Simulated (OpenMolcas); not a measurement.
**Sc²⁺: from CASSCF to CASPT2**

- Program: OpenMolcas 26.06
- Basis: ANO-RCC-VTZP [6s5p3d2f1g]
- Scalar Hamiltonian: DKH2, point nucleus
- Active space: 1 electron in 6 orbitals (3d 4s)
- State averaging: 2S+1 = 2 even, 6 roots
- Spin-orbit coupling: RASSI with atomic mean-field integrals over the reference wave functions, term energies averaged over their components

Methods on the same reference wave functions:
A. CASSCF
B. SS-CASPT2, IPEA 0.25 Eh, imaginary shift 0.1 Eh (closed shells correlated: 3s 3p)

Energies in cm⁻¹ above 3d ²D_3/2, the measured ground level; measured values from Sugar and Corliss, J. Phys. Chem. Ref. Data 9, 473 (1980).

```json
{"Level": "3d ²D_3/2", "A": "0.0", "B": "0.0", "Measured": "0.0"}
{"Level": "3d ²D_5/2", "A": "195", "B": "195", "Measured": "198"}
{"Level": "4s ²S_1/2", "A": "25590", "B": "24980", "Measured": "25539"}
```

Deviations, from unrounded energies. A percentage is the sum of absolute deviations over the sum of measured energies, with the sign that they share, or ± where signs differ.

| Against measurement | Levels | A | B |
| --- | --- | --- | --- |
| mean absolute deviation (cm-1) | 2 | 27 | 280 |
| fine structure of the ground term (%) | 1 | -1.4 | -1.4 |
| other configurations (%) | 1 | +0.2 | -2.2 |

A lies closest to measurement on these levels. The largest miss of A in the table is 4s ²S_1/2, by +51 cm-1. The ranking rests on the paired levels alone, and a cruder setting can come out closer through cancelling errors.

The lowest spin-free term lies below A's lowest term by 0.268 hartree in B.

CASPT2 breaks the degeneracy within a term, and the mean is taken; among the terms shown or strongly mixed into the levels shown the widest spread is 85 cm-1 (3d ²D, B). With one active electron the reference holds no correlation, so core polarisation is missing (holds for A). With one active electron, CASPT2 adds the correlation within the correlated inactive shells and between them and that electron, and leaves the splitting within a term as the reference gives it (holds for B). Computed and measured levels are paired by configuration, term and J; levels that our copy of the source lacks, or whose pairing is in doubt (as where it misses far off the trend of its configuration), stay unpaired and out of the deviations. Levels of configurations outside the active space are missing.
